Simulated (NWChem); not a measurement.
System: CdBr2; SMILES [Br][Cd][Br]

NWChem input:

```
start job
memory heap 200 mb stack 900 mb global 1100 mb
geometry units angstroms noautosym nocenter noautoz
  Cd     0.000000     0.000000    -0.094947
  Br     2.406446     0.000000    -0.095175
  Br    -2.406446     0.000000    -0.095175
end
basis spherical
  * library def2-svpd
end
ecp
  Cd library def2-ecp
end
dft
  xc pbe0
  iterations 150
end
property
  response 1 0.0
end
task dft property
```

Excerpt of the output:

```
             Northwest Computational Chemistry Package (NWChem) 7.3.0
             --------------------------------------------------------

                             Geometry "geometry" -> ""
                             -------------------------

 Output coordinates in angstroms (scale by  1.889725989 to convert to a.u.)

  No.       Tag          Charge          X              Y              Z
 ---- ---------------- ---------- -------------- -------------- --------------
    1 Cd                  48.0000     0.00000000     0.00000000    -0.09494700
    2 Br                  35.0000     2.40644600     0.00000000    -0.09517500
    3 Br                  35.0000    -2.40644600     0.00000000    -0.09517500

 Effective nuclear repulsion energy (a.u.)     873.5523729478

                                 NWChem DFT Module
                                 -----------------

 Summary of "ao basis" -> "ao basis" (spherical)
 ------------------------------------------------------------------------------
       Tag                 Description            Shells   Functions and Types
 ---------------- ------------------------------  ------  ---------------------
 Cd                        def2-svpd                12       34   5s4p2d1f
 Br                        def2-svpd                15       41   6s5p4d

            General Information
            -------------------
          SCF calculation type: DFT
          Wavefunction type:  closed shell.
          No. of atoms     :     3
          No. of electrons :    90
           Alpha electrons :    45
            Beta electrons :    45
          Charge           :     0
          Spin multiplicity:     1
          Use of symmetry is: off; symmetry adaption is: off
          Maximum number of iterations: 150
          AO basis - number of functions:   116
                     number of shells:    42
          Convergence on energy requested:  1.00D-06
          Convergence on density requested:  1.00D-05
          Convergence on gradient requested:  5.00D-04

              XC Information
              --------------
                         PBE0 Method XC Functional
                     Hartree-Fock (Exact) Exchange  0.250
          PerdewBurkeErnzerhof Exchange Functional  0.750
            Perdew 1991 LDA Correlation Functional  1.000 local
           PerdewBurkeErnz. Correlation Functional  1.000 non-local

             Grid Information
             ----------------
          Grid used for XC integration:  medium
          Radial quadrature: Mura-Knowles
          Angular quadrature: Lebedev.
          Tag              B.-S. Rad. Rad. Pts. Rad. Cut. Ang. Pts.
          ---              ---------- --------- --------- ---------
          Cd                  1.55      123          12.0       590
          Br                  1.15      112          15.0       590
          Grid pruning is: on
          Number of quadrature shells:   347
          Spatial weights used:  Erf1

      Superposition of Atomic Density Guess
      -------------------------------------

 Sum of atomic energies:       -5336.15000315

      Non-variational initial energy
      ------------------------------

 Total energy =   -5311.360768
 1-e energy   =   -8344.331130
 2-e energy   =    2590.421803
 HOMO         =      -0.395923
 LUMO         =      -0.067039

   convergence    iter        energy       DeltaE   RMS-Dens  Diis-err
 ---------------- ----- ----------------- --------- --------- ---------
 d= 0,ls=0.0,diis     1  -5314.8790849446 -5.76D+03  1.15D-02  4.26D-01
 d= 0,ls=0.0,diis     2  -5314.8706062855  8.48D-03  6.25D-03  4.62D-01
 d= 0,ls=0.0,diis     3  -5314.9289856757 -5.84D-02  1.21D-03  1.74D-02
 d= 0,ls=0.0,diis     4  -5314.9310558573 -2.07D-03  2.04D-04  9.00D-04
 d= 0,ls=0.0,diis     5  -5314.9311419906 -8.61D-05  3.84D-05  1.21D-05
  Resetting Diis
 d= 0,ls=0.0,diis     6  -5314.9311434547 -1.46D-06  8.64D-06  5.01D-07
 d= 0,ls=0.0,diis     7  -5314.9311435352 -8.06D-08  3.25D-06  5.57D-08

         Total DFT energy =    -5314.931143535231
      One electron energy =    -8344.588050993136
           Coulomb energy =     2784.692251125252
    Exchange-Corr. energy =     -197.583902948005
 Nuclear repulsion energy =      442.548559280658

 Numeric. integr. density =       90.000000242674

                       DFT Final Molecular Orbital Analysis
                       ------------------------------------

 Vector   43  Occ=2.000000D+00  E=-3.228084D-01
              MO Center=  5.2D-06,  6.9D-06, -9.5D-02, r^2= 6.9D+00
   Bfn.  Coefficient  Atom+Function         Bfn.  Coefficient  Atom+Function
  ----- ------------  ---------------      ----- ------------  ---------------
    52      0.286062  2 Br pz                93      0.286062  3 Br pz
    51      0.278716  2 Br py                92      0.278715  3 Br py
    49      0.261907  2 Br pz                90      0.261906  3 Br pz
    48      0.255181  2 Br py                89      0.255180  3 Br py
    46     -0.173544  2 Br pz                87     -0.173544  3 Br pz

 Vector   44  Occ=2.000000D+00  E=-3.100432D-01
              MO Center= -3.1D-06, -1.0D-06, -9.5D-02, r^2= 7.1D+00
   Bfn.  Coefficient  Atom+Function         Bfn.  Coefficient  Atom+Function
  ----- ------------  ---------------      ----- ------------  ---------------
    51      0.292882  2 Br py                92     -0.292882  3 Br py
    52     -0.286591  2 Br pz                93      0.286591  3 Br pz
    48      0.270147  2 Br py                89     -0.270148  3 Br py
    49     -0.264345  2 Br pz                90      0.264345  3 Br pz
    45     -0.177995  2 Br py                86      0.177995  3 Br py

 Vector   45  Occ=2.000000D+00  E=-3.100432D-01
              MO Center= -5.2D-06,  1.0D-06, -9.5D-02, r^2= 7.1D+00
   Bfn.  Coefficient  Atom+Function         Bfn.  Coefficient  Atom+Function
  ----- ------------  ---------------      ----- ------------  ---------------
    52      0.292882  2 Br pz                93     -0.292883  3 Br pz
    51      0.286591  2 Br py                92     -0.286591  3 Br py
    49      0.270147  2 Br pz                90     -0.270148  3 Br pz
    48      0.264345  2 Br py                89     -0.264345  3 Br py
    46     -0.177995  2 Br pz                87      0.177995  3 Br pz

 Vector   46  Occ=0.000000D+00  E=-8.884608D-02
              MO Center=  7.1D-08, -1.0D-07, -9.5D-02, r^2= 6.0D+00
   Bfn.  Coefficient  Atom+Function         Bfn.  Coefficient  Atom+Function
  ----- ------------  ---------------      ----- ------------  ---------------
     5      0.882461  1 Cd s                  4      0.550190  1 Cd s
    50      0.365780  2 Br px                91     -0.365780  3 Br px
     2     -0.335323  1 Cd s                 47      0.257895  2 Br px
    88     -0.257895  3 Br px                39     -0.221269  2 Br s
    80     -0.221269  3 Br s                 22      0.199364  1 Cd d  2

 Vector   47  Occ=0.000000D+00  E=-2.865526D-02
              MO Center=  1.7D-08,  1.4D-05, -9.5D-02, r^2= 5.3D+00
   Bfn.  Coefficient  Atom+Function         Bfn.  Coefficient  Atom+Function
  ----- ------------  ---------------      ----- ------------  ---------------
    13      0.721499  1 Cd py                10      0.280138  1 Cd py
     7     -0.257393  1 Cd py                51     -0.216482  2 Br py
    92     -0.216482  3 Br py                48     -0.137729  2 Br py
    89     -0.137729  3 Br py                16      0.132791  1 Cd py
    45      0.087917  2 Br py                86      0.087917  3 Br py

 Vector   48  Occ=0.000000D+00  E=-2.865526D-02
              MO Center=  1.6D-08, -1.4D-05, -9.5D-02, r^2= 5.3D+00
   Bfn.  Coefficient  Atom+Function         Bfn.  Coefficient  Atom+Function
  ----- ------------  ---------------      ----- ------------  ---------------
    14      0.721499  1 Cd pz                11      0.280138  1 Cd pz
     8     -0.257393  1 Cd pz                52     -0.216482  2 Br pz
    93     -0.216482  3 Br pz                49     -0.137729  2 Br pz
    90     -0.137729  3 Br pz                17      0.132791  1 Cd pz
    46      0.087917  2 Br pz                87      0.087917  3 Br pz

     Multipole analysis of the density
     ---------------------------------

     L   x y z        total         alpha         beta         nuclear
     -   - - -        -----         -----         ----         -------
     0   0 0 0     -0.000000    -45.000000    -45.000000     90.000000

     1   1 0 0     -0.000000     -0.000000     -0.000000      0.000000
     1   0 1 0      0.000000      0.000000      0.000000      0.000000
     1   0 0 1      0.000268      8.089286      8.089286    -16.178303

     2   2 0 0    -50.198942   -748.898435   -748.898435   1447.597928
     2   1 1 0     -0.000000     -0.000000     -0.000000      0.000000
     2   1 0 1     -0.000000     -0.000000     -0.000000      0.000000
     2   0 2 0    -42.290518    -21.145259    -21.145259      0.000000
     2   0 1 1     -0.000000     -0.000000     -0.000000      0.000000
     2   0 0 2    -42.290614    -22.599406    -22.599406      2.908197

 *** CALLING NEW AORESP DRIVER FOR CLOSED AND OPEN SHELLS ***
 Entering AOResponse driver routine

--------------------------------------------------------------------------------

          -----------------------------------------------
          Solving response equations for perturbing field
          -----------------------------------------------

 number of frequencies:     1
 frequency in a.u.:  0.0000000E+00
 Perturbing field: electric
 Using El. Dipole Length Gauge

 Setting up CPKS with frequency omega =      0.00000000 a.u.

 STATIC response

                                NWChem CPHF Module
                                ------------------

  scftype          =     RHF
  nclosed          =       45
  nopen            =        0
  variables        =     3195
  # of vectors     =        3
  tolerance        = 0.10D-03
  level shift      = 0.00D+00
  max iterations   =       50
  max subspace     =       30

 SCF residual:    3.0087115421835242E-004

Iterative solution of linear equations
  No. of variables     3195
  No. of equations        3
  Maximum subspace       30
        Iterations       50
       Convergence  1.0D-04

   iter   nsub   residual    time
   ----  ------  --------  ---------
     1      3    5.80D+00      26.9
     2      6    1.94D+00      32.8
     3      9    6.01D-01      38.9
     4     12    8.12D-02      45.1
     5     15    4.25D-02      52.7
     6     18    3.12D-03      60.0
     7     21    7.74D-04      67.2
     8     24    3.25D-04      74.1
     9     27    1.68D-04      82.9
    10     30    3.97D-05      89.9

 Electric Dipole Response Matrix (nonzero elements):

              1        2        3
    1  111.7353   0.0000   0.0000
    2    0.0000  56.9278   0.0000
    3    0.0000   0.0000  56.9278

 ------------------------------------------
 average:        75.19700 + I       0.00000

 DFT Linear Response polarizability / au
 Frequency  =       0.0000000 / au
              X              Y              Z
 -----------------------------------------------
 X     111.7353408      0.0000009      0.0000011
 Y       0.0000009     56.9278258      0.0000005
 Z       0.0000011      0.0000005     56.9278261
 -----------------------------------------------
 Eigenvalues =     111.7353408     56.9278255     56.9278264
 Isotropic   =      75.1969976
 Anisotropic =      54.8075148
 -----------------------------------------------

 Magnetic Dipole Response Matrix (nonzero elements):

 Exiting AOResponse driver routine
```

Level: PBE0/def2-SVPD with def2 effective core potentials on Cd. The geometry was optimised at PBE0/def2-SVP. Not confirmed as a minimum by frequencies. def2 effective core potentials on Cd; no spin-orbit coupling.
